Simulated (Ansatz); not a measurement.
Program: Ansatz. Geometries: PBE0-D4/def2-TZVP. ΔE: electronic, gas phase. CCSD(T)/CBS adds triple-zeta CCSD(T) − MP2 to the extrapolated MP2 energy (def2 sets, frozen cores). DFT in def2-TZVPP. B3LYP here is the variant with VWN-RPA as its local correlation; programs differ in this. For As, Ga outer-core shells are correlated without core-valence functions, which leaves a few kJ/mol of doubt a bond. Scalar relativity is left out up to krypton. One conformer a species, not always the lowest.

`[OH][Ga]([OH])[O][SiH3]` + `OC[AsH2]` → `OC([SiH3])[AsH2]` + `[OH][Ga]([OH])[OH]`  (formal exchange of groups at the Si–O bond)

`[OH][Ga]([OH])[O][SiH3]`:

```xyz
10

O     0.713    0.985   -1.889
Ga   -0.308    1.060   -0.447
O    -1.335    2.467   -0.122
O    -0.297   -0.297    0.684
Si    0.439   -1.750    0.837
H     0.643    1.764   -2.445
H    -1.839    2.387    0.691
H    -0.065   -2.393    2.077
H     0.135   -2.630   -0.324
H     1.915   -1.594    0.938
```

`OC[AsH2]`:

```xyz
8

O     0.003   -1.022   -1.303
C     0.526   -0.062   -0.422
As   -0.247   -0.253    1.413
H    -0.918   -0.811   -1.477
H     0.390    0.960   -0.789
H     1.596   -0.256   -0.339
H    -1.599    0.340    1.017
H     0.250    1.105    1.900
```

`OC([SiH3])[AsH2]`:

Cartesian coordinates in Å:
```
O -0.424 1.815 -0.119
C 0.001 0.577 0.420
Si -1.122 -0.778 -0.255
As 1.929 0.257 -0.009
H 0.129 2.520 0.234
H -0.050 0.572 1.518
H -0.984 -0.842 -1.732
H -0.696 -2.070 0.344
H -2.544 -0.520 0.099
H 1.707 -0.510 -1.307
H 2.054 -1.021 0.809
```

`[OH][Ga]([OH])[OH]`:

Z-matrix (Å, degrees):
```
Ga
O 1 1.774
O 1 1.774 2 120.0
O 1 1.774 2 120.0 3 -179.9
H 2 0.960 1 113.2 3 -0.0
H 3 0.960 1 113.2 2 -180.0
H 4 0.960 1 113.2 2 -0.0
```

```tsv
level	ΔE (kJ/mol)	difference from CCSD(T)/CBS
PBE-D4	91.2	-13.7
r2SCAN-D4	105.5	0.6
PBE0-D4	98.7	-6.2
B3LYP-D4	108.6	3.7
ωB97M-V	104.5	-0.4
PBE	94.2	-10.7
r2SCAN	106.1	1.2
PBE0	101.3	-3.6
B3LYP	113.7	8.8
HF/def2-TZVPP	137.7	32.8
MP2/def2-TZVPP	107.4	2.5
CCSD/def2-TZVPP	112.3	7.4
CCSD(T)/def2-TZVPP	107.9	3.0
SCS-MP2/def2-QZVPP	112.8	7.9
HF/CBS(def2)	139.5	34.6
CCSD/CBS(def2)	109.3	4.4
CCSD(T)/CBS	104.9	0
```

Largest T1 diagnostic among the species: 0.014.

In def2-TZVPP, CCSD(T) changes the Hartree–Fock value by −29.7 kJ/mol (the triples alone add −4.4 kJ/mol) and MP2 by −30.3 kJ/mol. From PBE to PBE0 (25 % exact exchange), in def2-TZVPP and without D4, ΔE moves by +7.1 kJ/mol.
